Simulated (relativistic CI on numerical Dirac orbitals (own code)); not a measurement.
## Sensitivity of the levels of Pb³⁷⁺ to α and to the nuclear radius

These numbers are calculated, not measured: Dirac-Coulomb-Breit CI, orbitals from a KLI potential per configuration, derivatives by finite differences, unscaled Slater integrals, QED left out (own radial code, finite nucleus).

CI space (outside the closed core [Ar] 3d10): 4s2.4p6.4d9, 4s2.4p6.4d8.4f, 4s2.4p5.4d10, 4s.4p6.4d10, 4s2.4p5.4d9.4f, 4s.4p6.4d9.4f, 4s2.4p6.4d8.5s, 4s2.4p4.4d10.4f. Levels of other configurations are missing.

With x = (α/α₀)² − 1 an excitation energy changes as ω = ω₀ + qx; K = 2q/ω₀ is the relative enhancement. Terms are leading LS components, so labels can repeat. The field-shift factor is F = δν/δ⟨r²⟩ for the transition from the lowest level.

Lowest level 4s2.4p6.4d9 2D_5/2.

| Level | ω₀ (cm⁻¹) | q (cm⁻¹) | K | F (GHz/fm²) |
| --- | --- | --- | --- | --- |
| 4s2.4p6.4d9 2D_3/2 | 236899 | 241600 | 2.04 | 9.81 |
| 4s2.4p5.4d10 2P°_3/2 | 1823454 | 212300 | 0.233 | 29.2 |
| 4s2.4p6.4d8.4f 4F°_5/2 | 1854923 | 6275 | 0.00677 | 37.5 |
| 4s2.4p6.4d8.4f 4F°_7/2 | 1867689 | 15030 | 0.0161 | 38.1 |
| 4s2.4p6.4d8.4f 4D°_3/2 | 1884231 | 63840 | 0.0678 | 36.3 |
| 4s2.4p6.4d8.4f 2F°_5/2 | 1896596 | 17280 | 0.0182 | 38 |
| 4s2.4p6.4d8.4f 2I°_13/2 | 1897197 | 3123 | 0.00329 | 38.2 |
| 4s2.4p6.4d8.4f 4G°_9/2 | 1898433 | 18240 | 0.0192 | 38.7 |
| 4s2.4p6.4d8.4f 4H°_11/2 | 1914516 | 10870 | 0.0114 | 38.4 |
| 4s2.4p6.4d8.4f 4D°_7/2 | 1927787 | 21030 | 0.0218 | 37.9 |
| 4s2.4p6.4d8.4f 2D°_3/2 | 1934517 | 18320 | 0.0189 | 38.6 |
| 4s2.4p6.4d8.4f 4I°_15/2 | 1938559 | 60400 | 0.0623 | 41.4 |
| 4s2.4p6.4d8.4f 2P°_1/2 | 1939105 | 65860 | 0.0679 | 40.9 |
| 4s2.4p6.4d8.4f 2G°_9/2 | 1945060 | 52910 | 0.0544 | 40.8 |
| 4s2.4p6.4d8.4f 2G°_9/2 | 1957119 | 16270 | 0.0166 | 38.5 |
| 4s2.4p6.4d8.4f 4H°_13/2 | 1957646 | 63500 | 0.0649 | 41.2 |
| 4s2.4p6.4d8.4f 2P°_1/2 | 1963657 | 9965 | 0.0101 | 37.7 |
| 4s2.4p6.4d8.4f 2F°_7/2 | 1975714 | 61500 | 0.0623 | 40.1 |
| 4s2.4p6.4d8.4f 2H°_11/2 | 1980790 | 62130 | 0.0627 | 41.5 |
| 4s2.4p6.4d8.4f 2F°_5/2 | 2001739 | 45440 | 0.0454 | 40.7 |
| 4s2.4p6.4d8.4f 2G°_9/2 | 2013681 | 66900 | 0.0664 | 41.2 |
| 4s2.4p6.4d8.4f 2P°_3/2 | 2024638 | 126700 | 0.125 | 42.7 |
| 4s2.4p6.4d8.4f 4G°_11/2 | 2033896 | 68070 | 0.0669 | 42.4 |

At this charge energies of transitions that change n are usually good to better than 1 %, and those within a shell (Δn = 0) to a few per cent.
